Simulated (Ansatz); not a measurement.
Ideal-gas functions of C2H4BN, SMILES `CC1=NB1` at 600 K and 1 bar, from an Ansatz frequency run at PBE0-D4/def2-TZVP.

Molar mass 52.87 g/mol, point group Cs (symmetry number 1), electronic degeneracy 1, moments of inertia 17.131, 74.883, 88.923 u Å². Harmonic wavenumbers (cm⁻¹, unscaled): 90, 364, 373, 746, 795, 847, 1012, 1023, 1152, 1347, 1397, 1462, 1462, 1701, 2772, 3053, 3128, 3144.

Use S(trans) = R[1.5 ln M + 2.5 ln T − 1.1517]; rotational temperatures θ = 24.2544 K / I; S(rot) = R[ln(√π/σ · √(T³/θAθBθC)) + 1.5]; for each mode x = 1.438777 ν̃/T, S = R[x/(eˣ − 1) − ln(1 − e⁻ˣ)] and H = RT x/(eˣ − 1); 1 cm⁻¹ = 0.0119627 kJ/mol; R = 8.31446 J/(mol·K).

**Question.** By hand: the entropy, in J/(mol·K).

**Answer.** Translation 172.9. Rotation: θ = 1.4158, 0.3239, 0.2728 K, giving 105.7. Vibration, mode by mode: 21.08, 9.70, 9.51, 4.51, 4.10, 3.72, 2.72, 2.67, 2.09, 1.44, 1.31, 1.16, 1.16, 0.73, 0.08, 0.05, 0.04, 0.04, in all 66.1. Electronic 0.0. Sum 344.7 J/(mol·K).

**Question.** By hand: H − E and G − E in kJ/mol, counted from the electronic energy.

**Answer.** Zero-point energy ½ × 25868 × 0.0119627 = 154.7; thermal vibration 21.7; translation, rotation and pV give 4 RT = 20.0. H − E = 196.4 kJ/mol, and G − E = 196.4 − 600 × 344.7/1000 = -10.4 kJ/mol.

Vibration gives 19 % of the entropy, 21.1 J/(mol·K) of it from the mode under 150 cm⁻¹: soft modes count most, and the harmonic formula is weakest for them.
